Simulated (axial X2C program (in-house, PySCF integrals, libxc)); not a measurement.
# KSe: from Re and ωe to a spectrum

A bond curve at the PBE0 level, non-relativistic, was computed with an in-house all-electron X2C program for linear molecules (integrals from PySCF) (basis Se dyall-v3z [8s8p5d1f], K dyall-v3z [11s11p4d2f] (cores contracted in-house)) for the state M_S = 1/2, Λ = 1 (beyond evenly filled blocks: π+α, π+β, π-α). Its fit gives Re = 2.9555 Å, ωe = 196.1 cm⁻¹, ωexe = 0.639 cm⁻¹ and αe = 3.523e-04 cm⁻¹; the masses are 79.9165 and 38.9637 u. The Hamiltonian is X2C with the speed of light multiplied by 100, the non-relativistic limit, so these are model numbers and not those of the real molecule.

(1) Find the reduced mass, Be and the force constant.

(2) A Morse curve ties αe to the other constants (Pekeris). How well does that hold?

(3) Estimate De from a Morse curve and compare with the computed well depth of 2.462 eV to Se + K.

(4) Estimate the centrifugal constant by the Kratzer relation.

(5) Where do the fundamental and the first overtone lie?

Occupations by symmetry block were frozen at the best pattern of an incomplete PBE0 search. Dissociation energies refer to the lowest single-determinant-based atoms at the same level and basis. PBE0 can misorder states that lie within some tenths of an eV, so this need not be the ground state of the molecule. The nearest other spin-free determinant of the search, M_S = 1/2, Λ = 0, lies 0.30 eV up at the distance of the search. The functionals have no current-density term, which raises determinants with orbital currents, atoms included.

Answers

(1) From the PBE0 values: μ = 26.1931 u. Be = 16.8576/(μ Re²) = 0.07368 cm⁻¹. k = 5.8918×10⁻⁷ μ ωe² = 0.593 mdyn/Å.

(2) αe(Morse) = 6Be²/ωe × (√(ωexe/Be) − 1) = 3.231e-04 cm⁻¹; the PBE0 curve gives 3.523e-04 cm⁻¹, a ratio of 0.92.

(3) De(Morse) = ωe²/(4ωexe) = 1.865 eV against 2.462 eV computed, a ratio of 0.76. The extrapolation falls short: long-range attraction (ionic or ion–induced dipole) or a change of character along the curve can cause this.

(4) D = 4Be³/ωe² = 4.16e-08 cm⁻¹.

(5) ν(1←0) = ωe − 2ωexe = 194.8 cm⁻¹; ν(2←0) = 2ωe − 6ωexe = 388.4 cm⁻¹.
